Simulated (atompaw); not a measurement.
**An all-electron radial function and its pseudo partner (Ir (Z = 77))**

Columns: radius, all-electron u(r) and pseudo u(r) of the 5d shell (level -7.36 eV) of iridium in the configuration [Kr] 4d10 4f14 5s2 5p6 5d7 6s2 6p0; LDA (PW92), scalar-relativistic, PAW (atompaw) scheme, atompaw 4.2.0.5.

```json
{"r (bohr)": "0.071", "all-electron": "0.1992", "pseudo": "0.0005"}
{"r (bohr)": "0.142", "all-electron": "0.2129", "pseudo": "0.0036"}
{"r (bohr)": "0.213", "all-electron": "-0.0550", "pseudo": "0.0120"}
{"r (bohr)": "0.285", "all-electron": "-0.2988", "pseudo": "0.0280"}
{"r (bohr)": "0.356", "all-electron": "-0.3886", "pseudo": "0.0529"}
{"r (bohr)": "0.427", "all-electron": "-0.3425", "pseudo": "0.0877"}
{"r (bohr)": "0.498", "all-electron": "-0.2124", "pseudo": "0.1326"}
{"r (bohr)": "0.569", "all-electron": "-0.0444", "pseudo": "0.1872"}
{"r (bohr)": "0.640", "all-electron": "0.1304", "pseudo": "0.2501"}
{"r (bohr)": "0.712", "all-electron": "0.2956", "pseudo": "0.3204"}
{"r (bohr)": "0.783", "all-electron": "0.4375", "pseudo": "0.3936"}
{"r (bohr)": "0.854", "all-electron": "0.5551", "pseudo": "0.4679"}
{"r (bohr)": "0.925", "all-electron": "0.6483", "pseudo": "0.5403"}
{"r (bohr)": "0.996", "all-electron": "0.7189", "pseudo": "0.6078"}
{"r (bohr)": "1.067", "all-electron": "0.7695", "pseudo": "0.6678"}
{"r (bohr)": "1.138", "all-electron": "0.8031", "pseudo": "0.7181"}
{"r (bohr)": "1.210", "all-electron": "0.8226", "pseudo": "0.7575"}
{"r (bohr)": "1.281", "all-electron": "0.8302", "pseudo": "0.7843"}
{"r (bohr)": "1.352", "all-electron": "0.8285", "pseudo": "0.7991"}
{"r (bohr)": "1.423", "all-electron": "0.8195", "pseudo": "0.8028"}
{"r (bohr)": "1.494", "all-electron": "0.8048", "pseudo": "0.7966"}
{"r (bohr)": "1.565", "all-electron": "0.7859", "pseudo": "0.7826"}
{"r (bohr)": "1.637", "all-electron": "0.7635", "pseudo": "0.7626"}
{"r (bohr)": "1.708", "all-electron": "0.7391", "pseudo": "0.7390"}
{"r (bohr)": "1.779", "all-electron": "0.7133", "pseudo": "0.7133"}
{"r (bohr)": "1.850", "all-electron": "0.6865", "pseudo": "0.6865"}
```

**Question.** How many radial nodes do the two functions have?

**Answer.** The all-electron 5d function has n − l − 1 = 2; the pseudo-wave has 0, since the states of the same l below it are removed with the core.

**Question.** Is the pseudo-wave norm-conserving?

**Answer.** No, it belongs to a PAW set: the norm inside the radius is not constrained, and the difference is carried by the augmentation charge.
